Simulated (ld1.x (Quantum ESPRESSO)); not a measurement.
## Scattering properties, TM potential for nitrogen

ld1.x (Quantum ESPRESSO) 7.5 input, shortened:

```
&input
   title='N', zed=7., rel=0, dft='PBE', iswitch=3,
   config='[He] 2s2 2p3 3d-2'
 /
 &inputp
   pseudotype=2, tm=.true., lloc=2,
   nlcc=.true.
 /
3
2S  1  0   2.00   0.00  0.70  0.70  0.0
2P  2  1   3.00   0.00  2.15  2.15  0.0
3D  3  2  -2.00   0.40  1.70  1.70  0.0
 &test
   configts(1)='2s2 2p3'
 /
```

The phase is arctan(r·u′/u) with u = r·R(r), unwrapped; energies in Ry, scanned from -3 to 5 Ry. A pole is an energy at which the radial function vanishes at the test radius. The pseudo phase is shifted by a multiple of π to meet the all-electron one at the reference energy, and phase errors are pseudo minus all-electron; the curves can meet again beyond the range given. Levels narrower than the energy grid can be missing from the lists of poles.

| channel | radius (bohr) | reference energy (Ry) | poles, all-electron | poles, pseudo | unbroken range about the reference energy with phases within 0.05 rad | phase error 1 Ry above the reference energy (rad) |
| --- | --- | --- | --- | --- | --- | --- |
| s | 2.36 | -1.36 | -1.04 | -1.04 | below 1.8 | -0.001 |
| p | 2.36 | -0.52 | -0.12 | -0.12 | below 1.4 | +0.008 |
| d | 2.36 | 0.40 | 3.86 | 3.88 | the whole range | +0.000 |

Phases in the p channel:

```csv
E (Ry),all-electron,pseudo
-3.00,1.313,1.314
-2.52,1.284,1.285
-2.04,1.240,1.241
-1.56,1.161,1.162
-1.08,0.944,0.947
-0.60,-0.624,-0.624
-0.12,-1.574,-1.572
0.36,-1.762,-1.755
0.84,-1.892,-1.878
1.32,-2.064,-2.026
1.80,-2.410,-2.293
2.28,-3.233,-2.902
2.76,-4.031,-3.773
3.24,-4.356,-4.223
3.72,-4.504,-4.420
4.20,-4.589,-4.526
4.68,-4.647,-4.593
```
